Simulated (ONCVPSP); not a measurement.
**What one change does to a pseudopotential (O (Z = 8), ONCV)**

oxygen (O), optimised norm-conserving Vanderbilt (ONCV), made with ONCVPSP 4.0.1 (PBE, scalar-relativistic). Core [He], reference 2s1.5 2p4.5. Waves: 2s: rc 0.95 bohr, ncon 4, nbas 7, qcut 6.5 1/bohr, 2 projectors, debl 3.6 Ha; 2p: rc 1.05 bohr, ncon 4, nbas 8, qcut 7.1 1/bohr, 2 projectors, debl 2.5 Ha; d scattering state at 0.19 Ha: rc 1.05 bohr, ncon 4, nbas 8, qcut 9.9 1/bohr, 2 projectors, debl 1.4 Ha. Local part: polynomial inside 0.95 bohr (lpopt 5, dvloc0 3 Ha). Core correction: none.

Change: s: qcut 5.3.

Cutoffs: the cutoffs (Ha) at which the residual kinetic energy of the hardest occupied pseudo-wave falls to 1 and 0.1 mHa per electron; they do not see the model core or the augmentation charge, which bear on the density cutoff. Errors are all-electron minus pseudo energies relative to the spin-unpolarised reference configuration.

Question: What does the change do?

Answer: The potential gets neither clearly harder nor softer (157 Ha and 190 Ha → 157 Ha and 190 Ha); a bound ghost appears in s, which as a rule spoils a file; of the 4 tests that both files solve, the error grows in 1 and shrinks in 0 by more than 15 % and 0.3 meV (median size 113.5 → 123.5 meV).

```csv
quantity,base,changed
"cutoff, loose",157 Ha,157 Ha
"cutoff, tight",190 Ha,190 Ha
loose cutoff by channel,"s 102 Ha, p 157 Ha","s 115 Ha, p 157 Ha"
bound ghosts,none,s
GHOST(+) flags under 300 eV,none,none
"error for 2s2 2p4, meV [ΔE -7.47 eV]",+6.6,+8.1
"error for 2s2 2p3, meV [ΔE 8.96 eV]",+41,+46
"error for 2s2 2p2, meV [ΔE 42.55 eV]",+186,+201
"error for 2s2 2p0, meV [ΔE 173.32 eV]",+1796,+1853
s: phases at 0.96 bohr within 0.05 rad from the reference energy up to (Ha; the scan ends near 5),to the end of the scan,to the end of the scan
p: phases at 1.06 bohr within 0.05 rad from the reference energy up to (Ha; the scan ends near 5),to the end of the scan,to the end of the scan
d: phases at 1.06 bohr within 0.05 rad from the reference energy up to (Ha; the scan ends near 5),to the end of the scan,to the end of the scan
```

 A true bound ghost makes a file unfit for plane-wave use even where its test errors are small: the radial tests pick states by their node count and pass the ghost by.
